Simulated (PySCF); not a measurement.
Job file and geometry (Å, from GFN2-xTB) of an NMR shielding run on `C[C@@H]1CC[C@@H](B(Cl)Cl)C1=O`, C₆H₉BCl₂O, PySCF 2.14.0, density-fitted response routines, GIAO PBE0/pcSseg-1 NMR shielding, non-relativistic, gas phase; density fitting, a coarse starting grid and PySCF grid level 2 are the driver's defaults:

```
$ OMP_NUM_THREADS=1 python probes_run.py task.json out

{"job": {"kind": "nmr", "xc": "PBE0", "basis": "pcSseg-1"}, "charge": 0, "multiplicity": 1}
C     -2.392921     0.672019    -0.132461
C     -1.027153     0.086485    -0.469186
C     -0.695745    -1.236234     0.218674
C      0.831152    -1.282181     0.199045
C      1.264989     0.164978     0.474342
B      2.665809     0.636122    -0.117711
Cl     3.520711     1.935570     0.596539
Cl     3.310247    -0.106385    -1.527454
C      0.104130     1.016081    -0.071573
O      0.090485     2.212011    -0.141533
H     -2.497804     0.791190     0.943554
H     -2.503144     1.648605    -0.596592
H     -3.184513     0.018357    -0.489750
H     -0.946634    -0.035398    -1.556382
H     -1.061730    -1.215242     1.246959
H     -1.140606    -2.091570    -0.286442
H      1.181213    -1.590857    -0.786848
H      1.237748    -1.972285     0.935993
H      1.233962     0.357986     1.553364
```

Q: Write the output of this run.

A: 
```
coarse grid: 17520 points
cycle   1  E = -1253.6447205248  dE =  1.530e+00  |g| = 8.208e-01  |ddm| = 4.004e+00
cycle   2  E = -1253.2548573667  dE =  3.899e-01  |g| = 1.641e+00  |ddm| = 2.346e+00
cycle   3  E = -1253.7785231304  dE = -5.237e-01  |g| = 2.022e-01  |ddm| = 1.813e+00
cycle   4  E = -1253.7872950927  dE = -8.772e-03  |g| = 6.772e-02  |ddm| = 2.316e-01
cycle   5  E = -1253.7883004267  dE = -1.005e-03  |g| = 1.457e-02  |ddm| = 7.175e-02
cycle   6  E = -1253.7883482774  dE = -4.785e-05  |g| = 4.979e-03  |ddm| = 1.954e-02
cycle   7  E = -1253.7883533603  dE = -5.083e-06  |g| = 1.722e-03  |ddm| = 5.151e-03
final grid: 161504 points
cycle   8  E = -1253.8552503943  dE = -4.156e-05  |g| = 1.418e-02  |ddm| = 3.969e-02
cycle   9  E = -1253.8551482254  dE =  1.022e-04  |g| = 2.693e-02  |ddm| = 3.347e-02
cycle  10  E = -1253.8552905624  dE = -1.423e-04  |g| = 2.832e-03  |ddm| = 2.315e-02
cycle  11  E = -1253.8552921710  dE = -1.609e-06  |g| = 4.198e-04  |ddm| = 2.353e-03
cycle  12  E = -1253.8552922063  dE = -3.535e-08  |g| = 1.013e-04  |ddm| = 4.672e-04
cycle  13  E = -1253.8552922083  dE = -1.973e-09  |g| = 3.956e-05  |ddm| = 1.328e-04
cycle  14  E = -1253.8552922087  dE = -4.045e-10  |g| = 8.269e-06  |ddm| = 4.675e-05
converged SCF energy = -1253.8552922087

GIAO shielding tensors (ppm)
atom      isotropic    diamagn.    paramagn.     s11        s22        s33       span
  0 C      169.561     244.195     -74.634    156.373    165.481    186.829     30.455
  1 C      138.313     252.628    -114.315    123.712    133.085    158.142     34.430
  2 C      151.716     248.624     -96.908    132.797    153.263    169.088     36.291
  3 C      157.254     248.111     -90.856    140.918    160.634    170.210     29.292
  4 C      128.390     257.266    -128.875    100.206    131.694    153.271     53.065
  5 B       40.125     188.819    -148.693      2.845     31.882     85.649     82.804
  6 Cl     638.564    1146.208    -507.644    335.755    693.405    886.533    550.778
  7 Cl     686.319    1146.923    -460.604    393.466    719.457    946.033    552.567
  8 C      -33.362     251.667    -285.028   -110.800    -46.194     56.909    167.710
  9 O     -303.264     399.730    -702.994   -870.183   -402.294    362.686   1232.869
 10 H       31.176      29.610       1.565     27.066     29.336     37.125     10.059
 11 H       29.864      28.868       0.996     25.062     27.940     36.590     11.528
 12 H       30.565      28.307       2.258     25.761     28.432     37.502     11.741
 13 H       29.647      32.342      -2.695     25.856     29.522     33.564      7.709
 14 H       30.413      31.951      -1.538     25.872     29.538     35.829      9.958
 15 H       29.476      30.894      -1.418     25.072     27.890     35.467     10.395
 16 H       29.324      31.507      -2.183     23.607     29.213     35.153     11.545
 17 H       29.678      30.291      -0.613     25.151     28.155     35.728     10.577
 18 H       29.023      32.197      -3.174     25.103     29.382     32.584      7.481
```

Size and cost of the density-fitted run: 229 basis functions, 94 s wall time on 1 thread of an Arm Neoverse N1, shared host; peak memory 1 GiB.
